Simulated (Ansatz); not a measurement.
Job for Ansatz (an electronic-structure program): R-SVWN5/def2-TZVPP on H2O (SMILES O).

Ansatz 0.2 input:
```yaml
crystal:
  periodic: [false, false, false]
  atoms:
    - {symbol: O, position_ang: [-0.00000000, 0.00000000, 0.38961139]}
    - {symbol: H, position_ang: [0.00000000, 0.76498632, -0.19485569]}
    - {symbol: H, position_ang: [0.00000000, -0.76498632, -0.19485569]}
basis:
  gaussian:
    orbitals: def2-TZVPP
hamiltonian:
  xc: {name: SVWN5}
scf: {lower_state_search: off}
```

Question: What total energy does the run end on?

Answer: -75.9048 hartree.
